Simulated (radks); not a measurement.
Problem. The table gives one normalised radial function P(r) = r R(r) of Ga+ in [Ar] 3d10 4s2 (r in bohr). All-electron calculation, non-relativistic Kohn-Sham, PBE, spin-polarised, spherical densities, point nucleus. Program: a radial shooting solver on a logarithmic mesh with Libxc functionals.

| r | P |
|---|---|
| 0.001859 | 0.0011 |
| 0.002774 | 0.0024 |
| 0.004138 | 0.0052 |
| 0.006173 | 0.0113 |
| 0.00921 | 0.0240 |
| 0.01385 | 0.0505 |
| 0.02066 | 0.1012 |
| 0.03082 | 0.1925 |
| 0.04598 | 0.3386 |
| 0.0686 | 0.5284 |
| 0.1032 | 0.6811 |
| 0.1539 | 0.5998 |
| 0.2296 | 0.0961 |
| 0.3425 | -0.7176 |
| 0.5109 | -1.2759 |
| 0.7684 | -1.1139 |
| 1.146 | -0.5508 |
| 1.71 | -0.1459 |
| 2.551 | -0.0170 |
| 3.806 | -0.0006 |
| 5.723 | 0.0000 |

Which n and l does it have? It may be an empty orbital.

Solution. n = 3, l = 1: the number of nodes gives n - l - 1 = 1, the rise at small r (about r^(l+1)) gives l, and the extent must fit the shell. The curve is that of 3p. 3p: eigenvalue -106.00 eV, 1 radial node at r = 0.242 bohr, <r> = 0.684 bohr, 90 % of the charge inside 1.05 bohr.
